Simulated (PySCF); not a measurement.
An unknown is described by computed data only.

Formula: C2F4O.

* 13C NMR: chemical shifts (computed TMS as zero) by class: 156.4 (1 C), 123.3 (1 C) ppm [GIAO PBE0/pcSseg-1]
* Rotational structure: rotational constants A, B, C: 3.868, 2.432, 2.021 GHz [GFN2-xTB]
* UV, first state: lowest singlet excitation: 5.84 eV (212 nm, f = 0.001) [TDDFT wB97X-D/def2-SVPD]
* Couplings: largest of the computed one-bond spin–spin couplings (means over like bonds): 19F–13C -455.3, 19F–13C -365.8 (×3), 13C–13C +127.7, 17O–13C +22.0 Hz [B3LYP/pcJ-1]
* Polarisability: 31.5 au [wB97X-D/def2-SVPD]
* NMR, other nuclei: isotropic shieldings of nuclei other than C and H, by class: -124 (1 O), 145 (1 F), 257 (3 F) ppm [GIAO PBE0/pcSseg-1]
* Triplet: lowest triplet excitation (Tamm–Dancoff): 5.25 eV [TDA wB97X-D/def2-SVPD]
* UV, strongest line: among the 8 lowest singlet transitions: S3 at 9.28 eV (134 nm, f = 0.102) [TDDFT wB97X-D/def2-SVPD]

Gas-phase values; electronic properties from PySCF, density fitting. Levels stand in brackets. Geometry: GFN2-xTB; no solvent, vibrations or thermal averaging. Each NMR value is the plain mean over a class of atoms that symmetry, rotation or inversion makes alike.

Q: What is the compound? Reason from the data.

A: Numbering: `[O:1]=[C:2]([F:3])[C:4]([F:5])([F:6])[F:7]`. Its formula, C2F4O, gives 1 degree of unsaturation: 0 rings and 1 π bond in the structure found. 2 carbons fall into 2 classes; from least to most shielded: acyl halide carbon [C2] (156.4 ppm), CF3 carbon [C4] (123.3 ppm). The other shieldings belong to: -124 ppm, carbonyl oxygen [O1]; 145 ppm, acyl fluorine [F3]; 257 ppm, fluorine of a CF3 group [F5/F6/F7]. The couplings run between: -455.3 Hz, acyl fluorine [F3] and acyl halide carbon [C2]; -365.8 Hz, fluorine of a CF3 group [F5] and CF3 carbon [C4] (with 2 like pairs); +127.7 Hz, acyl halide carbon [C2] and CF3 carbon [C4]; +22.0 Hz, carbonyl oxygen [O1] and acyl halide carbon [C2]. The optimised geometry has point group Cs and is an asymmetric top. Structure: `O=C(F)C(F)(F)F` (trifluoroacetyl fluoride). The assignments are read from this structure; whether some other isomer fits the data as well wasn't checked.

The values belong to the conformer `[O:1]=[C:2]([F:3])[C:4]([F:5])([F:6])[F:7]`: O1–C2–C4–F5 -121°.
